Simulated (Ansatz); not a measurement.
(1) Predict a relaxed structure of the cluster PtS2 (the lowest singlet isomer of a short search), charge 0, singlet, at r2SCAN-D4/def2-TZVP (Ansatz).

## Answers

(1) 
| atom | x (Å) | y (Å) | z (Å) |
| --- | --- | --- | --- |
| Pt1 | 0.004 | -0.003 | 0.002 |
| S2 | 0.368 | -0.964 | -1.798 |
| S3 | -0.372 | 0.967 | 1.795 |
Point group D∞h (tolerance 0.1 Å). The metal has 2 neighbours: S 2.07 Å, S 2.07 Å. This is one stationary point.

In the def2 sets Pt takes a core potential; there is no spin–orbit coupling. The relaxation made no stability test and no search for a lower SCF solution. The structure comes from a short search, and lower isomers may exist.
